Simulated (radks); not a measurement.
The numbers below are computed, except where a source is named.
The lithium ion Li+, 2 electrons, occupied as 1s1 2p1 (not the ground configuration).

Code: a radial shooting solver on a logarithmic mesh with Libxc functionals. Model: non-relativistic Kohn-Sham, BLYP, spin-polarised, spherical densities, point nucleus; open shells are filled with parallel spins first.

Energy parts (Ry):
total: -10.04138
kinetic: 10.04138
electron-nucleus: -21.11487
Hartree: 3.30674
exchange-correlation: -2.27463

Orbitals (lengths in bohr, moments of r in powers of bohr; r(90%) holds 90 % of the orbital's charge):
| orbital | occ. | eigenvalue (Ry) | <r^4> | r(90%) | <r> |
|---|---|---|---|---|---|
| 1s up | 1 | -6.59451 | 0.3207 | 0.912 | 0.5101 |
| 2p up | 1 | -0.75520 | 89.86 | 3.83 | 2.351 |

The highest occupied level is 2p up at -10.275 eV. The density falls to 0.001 e/bohr^3 at r = 3.51 bohr. Spin moment in Bohr magnetons: 2.
